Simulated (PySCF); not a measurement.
VF3, SMILES [F][V]([F])[F] (connectivity only; charge and spin as stated), neutral, multiplicity 3.

Geometry: PBE-D3(BJ)/def2-SVP. The spin state was assumed, not searched.

These are TDA-PBE/def2-SVPD run with PySCF values and carry that method's errors.

Vertical excitations. 

Task: List the lowest excited states. (Estimate from the structure and the level; the computed values follow.)

Result: 
```tsv
state	energy (eV)	λ (nm)	f	main pairs
root 1	0.43	2878	0.000	α HOMO→LUMO 97 %
root 2	0.68	1816	0.000	α HOMO−1→LUMO 99 %
root 3	1.59	779	0.000	α HOMO→LUMO+1 100 %
root 4	1.94	640	0.000	α HOMO→LUMO+2 98 %
root 5	2.18	568	0.001	α HOMO−1→LUMO+1 100 %
root 6	2.54	487	0.003	α HOMO−1→LUMO+2 97 %
root 7	4.44	279	0.000	α HOMO→LUMO+3 100 %
root 8	4.95	250	0.000	α HOMO−2→LUMO 100 %
root 9	4.98	249	0.003	α HOMO→LUMO+4 99 %
root 10	5.10	243	0.000	α HOMO−1→LUMO+3 93 %
```
Unrestricted roots are not spin-pure.
